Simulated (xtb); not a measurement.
CH4BrFOSi, SMILES C[Si](F)(Br)O. All values are semi-empirical tight-binding results from xtb (GFN2-xTB unless named), good for trends rather than for accurate numbers. The structure is a stationary point at GFN2-xTB. This is a generated structure with no PubChem entry under its InChIKey; it may be hypothetical. One conformer was computed; it need not be the lowest.

Optimised geometry:

```xyz
9

C      2.0392    -0.2280    -1.0543
Si     0.1877    -0.1476    -0.7784
O     -0.4880    -1.5103    -1.2932
F     -0.4847     1.0824    -1.5650
Br    -0.3554     0.2340     1.3229
H      2.4888    -1.0295    -0.4761
H      2.5178     0.7030    -0.7631
H      2.2619    -0.4073    -2.1016
H     -1.4268    -1.6805    -1.3068
```
Charge 0, spin multiplicity 1.

The orbital gap is 7.08 eV and the zero-point energy comes out as 34.0 kcal/mol. The G − E(el) at 298.15 K (modified RRHO) is 13.1 kcal/mol and the static polarisability (D4 model) comes out as 73.0 bohr³. The solvation energy, GFN2-xTB/ALPB(water) comes out as -4.8 kcal/mol and the solvation energy, GFN2-xTB/ALPB(dmso) is -9.7 kcal/mol.

Computed atomic charges and the Wiberg bond orders between heavy atoms:
charges (e) C1 -0.19, Si2 0.65, O3 -0.46, F4 -0.27, Br5 -0.19, H6 0.05, H7 0.04, H8 0.05, H9 0.32. Bond orders C1–Si2 0.89, Si2–O3 1.20, Si2–F4 1.06, Si2–Br5 1.05.
